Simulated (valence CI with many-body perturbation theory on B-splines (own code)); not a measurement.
Results of a calculation; reference values are marked as such.
## Level structure of Sr25+

Method: valence CI with perturbative core correlation (CI+MBPT): three valence electrons over a frozen Dirac-Fock core [Ne], radial functions for each j: 11 s, 11 p, 10 d, 8 f, 5 g, 2 h, with the one-electron correlation potential Σ1 (screened to all orders), the two-electron term Σ2, the three-electron term Σ3, Breit, model QED; selected single and double excitations, second order for the rest, scaled by the run's own slope (own B-spline code, finite nucleus).

No measured spectrum was set against this ion. As an estimate, levels of excited configurations hold to 0.05 to 0.15 % of their energy, terms of the ground configuration to about 0.5 %.

Levels 136 to 153 of 153, with energies above the lowest level, 3s²3p ²P°_1/2. "Leading %" is the weight of the configuration and term that name the level; weights of strongly mixed levels are sums over their largest components and can fall short. In the jj column 3d3/2^4 stands for four electrons in 3d with j = 3/2.

| No. | Configuration | Term | J | E (eV) | Leading % | Leading jj | Second component |
| --- | --- | --- | --- | --- | --- | --- | --- |
| 136 | 3d³ | ²H | 9/2 | 454.11 | 58 | 3d3/2^2 3d5/2 (70 %) | 34 % 3d³ ²G |
| 137 | 3d³ | ²G | 7/2 | 454.21 | 95 | 3d3/2 3d5/2^2 (55 %) |  |
| 138 | 3d³ | ⁴P | 5/2 | 455.94 | 96 | 3d3/2 3d5/2^2 (64 %) |  |
| 139 | 3d³ | ²H | 11/2 | 456.88 | 100 | 3d3/2 3d5/2^2 (100 %) |  |
| 140 | 3d³ | ²D | 3/2 | 457.89 | 58 | 3d3/2 3d5/2^2 (81 %) | 22 % 3d³ ⁴P |
| 141 | 3d³ | ²G | 9/2 | 457.94 | 55 | 3d5/2^3 (65 %) | 41 % 3d³ ²H |
| 142 | 3d³ | ²P | 1/2 | 459.11 | 88 | 3d3/2 3d5/2^2 (82 %) | 10 % 3d³ ⁴P |
| 143 | 3d³ | ²D | 5/2 | 460.29 | 95 | 3d3/2 3d5/2^2 (61 %) |  |
| 144 | 3d³ | ²P | 3/2 | 462.28 | 62 | 3d5/2^3 (86 %) | 30 % 3d³ ²D |
| 145 | 3d³ | ²F | 7/2 | 464.15 | 98 | 3d3/2 3d5/2^2 (79 %) |  |
| 146 | 3d³ | ²F | 5/2 | 464.51 | 95 | 3d3/2 3d5/2^2 (49 %) |  |
| 147 | 3d³ | ²D | 5/2 | 475.25 | 94 | 3d5/2^3 (48 %) |  |
| 148 | 3d³ | ²D | 3/2 | 475.46 | 98 | 3d3/2 3d5/2^2 (86 %) |  |
| 149 | 3s²4s | ²S | 1/2 | 544.99 | 97 | 3s^2 4s (97 %) |  |
| 150 | 3s²4p | ²P° | 1/2 | 572.22 | 96 | 3s^2 4p1/2 (96 %) |  |
| 151 | 3s²4p | ²P° | 3/2 | 578.11 | 95 | 3s^2 4p3/2 (95 %) |  |
| 152 | 3s3p4s | ⁴P° | 1/2 | 597.87 | 93 | 3s 3p1/2 4s (97 %) | 5 % 3s3p4s ²P° |
| 153 | 3s3p4s | ⁴P° | 3/2 | 601.20 | 85 | 3s 3p1/2 4s (83 %) | 13 % 3s3p4s ²P° |

Names give the largest LS component (configuration and term), which can be under half, so a name can repeat, a term be missing and a line seem to break the LS rules; names also repeat where a configuration has a term twice.
